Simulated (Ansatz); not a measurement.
Basis-set series for `FC(F)(F)C[O][Ge]([Cl])([Cl])[Cl]`. Charge 0, multiplicity 1. The geometry is a stationary point of PBE0-D4/def2-TZVP. It is one conformer, not always the lowest.

```xyz
12

F    -1.836   -0.050    1.837
C    -1.465    0.882    0.960
F    -2.575    1.423    0.439
F    -0.818    1.837    1.627
C    -0.625    0.305   -0.158
O     0.530   -0.257    0.408
Ge    1.753   -0.993   -0.604
Cl    2.502    0.442   -1.975
Cl    0.901   -2.598   -1.700
Cl    3.262   -1.672    0.692
H    -0.393    1.122   -0.850
H    -1.236   -0.441   -0.677
```

| functional | basis | functions | energy (Eh) | HOMO (eV) | LUMO (eV) |
| --- | --- | --- | --- | --- | --- |
| PBE0-D4 | def2-SVP | 180 | -3907.74924 | -9.39 | -1.74 |
| PBE0-D4 | def2-TZVPP | 388 | -3909.02990 | -9.47 | -1.94 |
| ωB97M-V | def2-SVP | 180 | -3908.60994 | -11.73 | 0.48 |
| ωB97M-V | def2-TZVPP | 388 | -3909.89413 | -11.86 | 0.16 |

(1) Give the rows for def2-QZVPP. (Estimate.)

Results:

(1) Ansatz gave: 
```
functional       basis  functions  energy (Eh)  HOMO (eV)  LUMO (eV)
   PBE0-D4  def2-QZVPP        701  -3909.13778      -9.51      -2.02
   ωB97M-V  def2-QZVPP        701  -3909.99732     -11.91       0.00
```

Positive LUMOs are unbound and depend on the basis. Scalar relativity is left out up to krypton.
